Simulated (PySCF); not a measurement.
Q: Write Cartesian coordinates for `[SiH3][O][GeH3]` as optimised with PBE0-D3(BJ)/def2-SVP.

A: 
```xyz
9
GeH6OSi angstrom
Si     1.624   -0.091    0.340
O      0.191    0.033   -0.481
Ge    -1.502   -0.426   -0.193
H      1.991   -1.525    0.567
H      2.687    0.566   -0.473
H      1.539    0.582    1.675
H     -1.583   -1.960   -0.075
H     -2.287    0.087   -1.407
H     -1.979    0.243    1.111
```

Orientation and origin are arbitrary. Atoms count from 1 in this order. Ge3 (germanium bonded to O and 3 H) is distorted tetrahedral (angles from 105.8° to 111.5°). Si1 (oxygen-bound silicon) is tetrahedral (angles from 108.0° to 111.1°).

Bonds between heavy atoms (Å): Si1–O2 1.656, O2–Ge3 1.778.

The calculation used PBE0-D3(BJ)/def2-SVP geometry optimisation, gas phase in PySCF.

Point group: Cs (tolerance 0.08 Å). No frequency check.

Time: 16 s wall; peak memory 0.39 GiB. Hardware: one thread, Intel Xeon 6975P-C (x86_64), on a shared host. That covers the optimisation of the geometry.
